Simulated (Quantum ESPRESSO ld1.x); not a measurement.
ld1.x (Quantum ESPRESSO 7.5) input

```
 &input
    zed=74.0,
    iswitch=1,
    rel=1,
    lsd=1,
    dft='SLA-VWN',
    config='[Ar] 3d9',
    verbosity='high',
    prefix='ld1',
    max_out_wfc=37,
    file_charge='ld1.rho',
 /
```

It prints (banner and zero overlaps left out):

```
     Program LD1 v.7.5 starts

     --------------------------- All-electron run ----------------------------

     scalar relativistic calculation

     atomic number is 74.00
     dft =SLA-VWN   lsd =1 sic =0 latt =0  beta=0.20 tr2=1.0E-14
     Exchange-correlation= SLA-VWN
                           (   1   2   0   0   0   0   0)
     mesh =2115 r(mesh) = 100.27685 a.u. xmin = -8.00 dx = 0.00800
     1 Ry =  13.60569312 eV, c = 137.03599908

     n l     nl                  e(Ry)          e(Ha)          e(eV)
     1 0     1S 1( 1.00)   -5289.579653767   -2644.789826883 -71968.3975188
     2 0     2S 1( 1.00)   -1062.912874809    -531.456437404 -14461.6663911
     2 1     2P 1( 3.00)    -953.230719962    -476.615359981 -12969.3646512
     3 0     3S 1( 1.00)    -373.138636251    -186.569318126  -5076.8097772
     3 1     3P 1( 3.00)    -340.481409422    -170.240704711  -4632.4855707
     3 2     3D 1( 5.00)    -304.976222643    -152.488111322  -4149.4128951
     1 0     1S 2( 1.00)   -5289.568766224   -2644.784383112 -71968.2493862
     2 0     2S 2( 1.00)   -1062.602112396    -531.301056198 -14457.4382531
     2 1     2P 2( 3.00)    -952.975582013    -476.487791006 -12965.8933226
     3 0     3S 2( 1.00)    -372.802109971    -186.401054985  -5072.2311039
     3 1     3P 2( 3.00)    -340.144876881    -170.072438441  -4627.9068122
     3 2     3D 2( 4.00)    -304.567244147    -152.283622074  -4143.8484592

     final scf error:  5.7E-15 reached in  17 iterations

     Etot =  -28993.932199 Ry,  -14496.966099 Ha, -394482.543924 eV
     Total magnetization:    1.00 Bohr mag.

     Ekin =   32228.934758 Ry,   16114.467379 Ha,  438496.996003 eV
     Encl =  -65967.735373 Ry,  -32983.867686 Ha, -897536.763499 eV
     Eh   =    5184.348371 Ry,    2592.174185 Ha,   70536.652978 eV
     Exc  =    -439.479955 Ry,    -219.739978 Ha,   -5979.429407 eV
```

Run on one thread of a shared host, so times are rough (Intel(R) Xeon(R) Processor @ 2.60GHz): 0.67 s of CPU time, 0.68 s wall, 17 iterations on 2115 mesh points.
